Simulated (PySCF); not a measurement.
O2Si, charge -1, doublet, geometry from GFN2-xTB (a state made from the parent by changing its charge; the spin is typed, not shown lowest) (in this run its highest filled SCF level lies above zero, so its values depend strongly on the basis, on diffuse functions most of all). Base run: PBE/def2-SVP in PySCF.

Here is a job for PySCF.
```python
from pyscf import gto, scf, dft, solvent

mol = gto.Mole()
mol.atom = '''
    O    -1.39533831    0.32117289   -0.19706307
    Si   -0.01730480   -0.24458562    0.23401455
    O     1.42562172    0.10685195   -0.21246239
'''
mol.basis = 'def2-svp'
mol.charge = -1
mol.spin = 1
mol.verbose = 4
mol.build()

mf = dft.UKS(mol)
mf.xc = 'pbe'
mf.kernel()
```

The base run was repeated with changes; each row names its change, and settings that it needs were set with it.

```json
[
 {"change": "base", "ΔE vs base (kJ/mol)": "0.00"},
 {"change": "model = IEF-PCM; solvent = dichloromethane; vdw_scale = 1.4", "ΔE vs base (kJ/mol)": "-207.0"},
 {"change": "model = ddCOSMO; solvent = dichloromethane", "ΔE vs base (kJ/mol)": "-230.3"},
 {"change": "model = C-PCM; solvent = dichloromethane", "ΔE vs base (kJ/mol)": "-235.9"},
 {"change": "model = SS(V)PE; solvent = dichloromethane", "ΔE vs base (kJ/mol)": "-230.6"},
 {"change": "model = IEF-PCM; solvent = dichloromethane", "ΔE vs base (kJ/mol)": "-235.4"},
 {"change": "model = IEF-PCM; solvent = dichloromethane; vdw_scale = 1.0", "ΔE vs base (kJ/mol)": "-264.8"},
 {"change": "model = IEF-PCM; solvent = dichloromethane; vdw_scale = 1.1", "ΔE vs base (kJ/mol)": "-250.7"},
 {"change": "model = COSMO; solvent = dichloromethane", "ΔE vs base (kJ/mol)": "-223.3"},
 {"change": "model = IEF-PCM; solvent = 2-propanol", "ΔE vs base (kJ/mol)": "-251.8"},
 {"change": "model = IEF-PCM; solvent = dimethylsulfoxide", "ΔE vs base (kJ/mol)": "-260.1"},
 {"change": "model = IEF-PCM; solvent = dichloromethane; lebedev_order = 41", "ΔE vs base (kJ/mol)": "-235.7"}
]
```

The base is the gas phase, so ΔE is the electrostatic part of solvation at a fixed geometry, without cavity and dispersion terms.

Open shells are given as the SCF converged; they aren't shown to be the lowest states, and a large step between rows can be another state.

The gas-phase anion may not be bound at this level, which the solvent then changes.
